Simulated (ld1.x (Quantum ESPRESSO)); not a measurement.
**Transferability test, RRKJ potential for potassium (K)**

potassium (K), norm-conserving RRKJ (Kleinman–Bylander form), made with ld1.x (Quantum ESPRESSO) 7.5 (PBE, scalar-relativistic). Core [Ar], reference 3d0 4s0.5 4p0 (charge +0.5). Waves: 4p (bound, empty): rc 3.40 bohr; 3d (bound, empty): rc 4.20 bohr; 4s (bound): rc 3.85 bohr. Local part: the s channel. Core correction: a·sin(br)/r model core inside 3.68 bohr. rho0 = 0.001.

Energies are relative to the spin-unpolarised reference configuration 3d0 4s0.5 4p0; without spin polarisation the order of configurations can differ from experiment.

```
valence configuration  charge  ΔE all-electron (eV)  error AE − PS (meV)
          3d0 4s0 4p1       0                -0.089                 +7.6
          3d1 4s0 4p0       0                 0.815                  +28
      3d0.5 4s0.5 4p0       0                -0.424                 +2.2
```

Task: What are ΔE and the potential's error for 3d0 4s1 4p0?

Result: ΔE = -1.641 eV all-electron; the error (AE − PS) is +12 meV.

Levels in the configuration 3d0 4s1 4p0:

| level | all-electron (eV) | pseudo (eV) |
| --- | --- | --- |
| 4s | -2.319 | -2.348 |
